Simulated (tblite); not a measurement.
Species: C2H11O2PSi3.
Geometry (GFN2-xTB, Å), atoms numbered from 1 in this order:
```xyz
19
C2H11O2PSi3 angstrom
C      3.5683    0.0455    1.3010
O      2.7249    0.0285    0.1491
C      1.4151    0.0509    0.3546
O      0.9171    0.0873    1.4582
Si     0.4257    0.0291   -1.2813
P     -1.3545    1.2085   -0.7512
Si    -2.9341    0.2164   -1.9628
Si    -1.8012    0.5349    1.3547
H      4.5828    0.1802    0.9358
H      3.2807    0.8635    1.9637
H      3.4771   -0.8977    1.8427
H      1.2293    0.6866   -2.3072
H      0.2559   -1.3871   -1.6315
H     -3.0533   -1.2225   -1.7092
H     -2.5743    0.4205   -3.3654
H     -4.1976    0.8751   -1.6421
H     -1.5718   -0.8910    1.5651
H     -3.2543    0.7578    1.4464
H     -1.1454    1.4530    2.2720
```

Method: GFN2-xTB as coded in tblite; computed harmonic values from a numerical Hessian at the method's own geometry, unscaled. This tight-binding method is rough: wavenumbers can miss measured ones by several per cent, in bad cases by 10 to 20. Modes of hydrogen on silicon can be 10 to 20 % off. One conformer, not necessarily the lowest.

Harmonic wavenumbers (cm⁻¹): 26.1, 38.8, 52.2, 67.9, 68.8, 102.2, 115.4, 137.4, 159.4, 197.5, 295.7, 313.9, 403.5, 414.2, 459.1, 480.1, 484.9, 492.1, 505.6, 531.1, 545.6, 580.1, 609.4, 662.1, 718.3, 747.9, 760.1, 773.7, 783.4, 793.7, 805.9, 840.8, 976.1, 1112.6, 1134.1, 1174.8, 1377.8, 1440.4, 1459.1, 1708.3, 2164.5, 2199.5, 2222.1, 2256.4, 2263.1, 2276.3, 2289.2, 2323.9, 2983.7, 2993.4, 3047.3.

A = 1880, B = 556.3, C = 455.3 MHz; mass 181.980 u (most abundant isotopes); point group C1, symmetry number 1.

Q: Zero-point energy?

A: Half the sum of the wavenumbers: 25685 cm⁻¹ = 73.44 kcal/mol.

Q: Entropy at 500 K, 1 bar (ideal gas, RRHO, classical rotation)?

A: Translation 44.10, rotation 32.43, vibration 78.62: S = 155.1 cal/(mol K).

Q: And Cp and H(500 K) − H(0)?

A: Cp = 68.78 cal/(mol K), of which vibrations give 60.84 (their classical limit is 51 R = 101.3); H(500 K) − H(0) = 22.11 kcal/mol without the zero-point energy, 18.13 from vibrations.

Q: What must be added to the electronic energy to get the Gibbs energy at 500 K and 1 bar?

A: ZPE + [H(500 K) − H(0)] − T·S = 73.44 + 22.11 − 77.57 = 17.98 kcal/mol.

Q: How do the functions run with temperature in this model?

A: 
```json
{"T (K)": "50", "S (cal/(mol K))": "67.0", "Cp (cal/(mol K))": "19.4", "H − H(0) (kcal/mol)": "0.67", "G − H(0) (kcal/mol)": "-2.68", "ln q(vib)": "1.71"}
{"T (K)": "100", "S (cal/(mol K))": "82.8", "Cp (cal/(mol K))": "26.5", "H − H(0) (kcal/mol)": "1.83", "G − H(0) (kcal/mol)": "-6.46", "ln q(vib)": "4.41"}
{"T (K)": "298.15", "S (cal/(mol K))": "123.8", "Cp (cal/(mol K))": "52.4", "H − H(0) (kcal/mol)": "9.73", "G − H(0) (kcal/mol)": "-27.18", "ln q(vib)": "13.43"}
{"T (K)": "373.15", "S (cal/(mol K))": "136.4", "Cp (cal/(mol K))": "59.5", "H − H(0) (kcal/mol)": "13.94", "G − H(0) (kcal/mol)": "-36.95", "ln q(vib)": "16.48"}
{"T (K)": "750", "S (cal/(mol K))": "185.6", "Cp (cal/(mol K))": "81.3", "H − H(0) (kcal/mol)": "40.98", "G − H(0) (kcal/mol)": "-98.21", "ln q(vib)": "29.76"}
{"T (K)": "1000", "S (cal/(mol K))": "210.2", "Cp (cal/(mol K))": "89.4", "H − H(0) (kcal/mol)": "62.38", "G − H(0) (kcal/mol)": "-147.77", "ln q(vib)": "37.08"}
```

q(vib) and H(0) count from the zero-point level.

Q: Which modes carry the vibrational entropy at 500 K?

A: 26.1 cm⁻¹: 7.13; 38.8 cm⁻¹: 6.34; 52.2 cm⁻¹: 5.76; 67.9 cm⁻¹: 5.24; 68.8 cm⁻¹: 5.21; 102.2 cm⁻¹: 4.43 cal/(mol K); the other 45 give 44.51 together.

Q: Blend soft modes into free rotors: weight 1/[1 + (100 cm⁻¹/ν̃)⁴] for the oscillator and the rest for a rotor with moment μB/(μ + B), μ = h/(8π²ν), B = 10⁻⁴⁴ kg m². What vibrational entropy results?

A: 69.02 cal/(mol K) in place of 78.62, which changes −T·S at 500 K by +4.80 kcal/mol.

Hindered rotation and anharmonicity are outside this model. Other conformers, if any are populated, would add a mixing term that is left out. The structure is chiral; the term R ln 2 for an equal mix with its mirror image is left out.
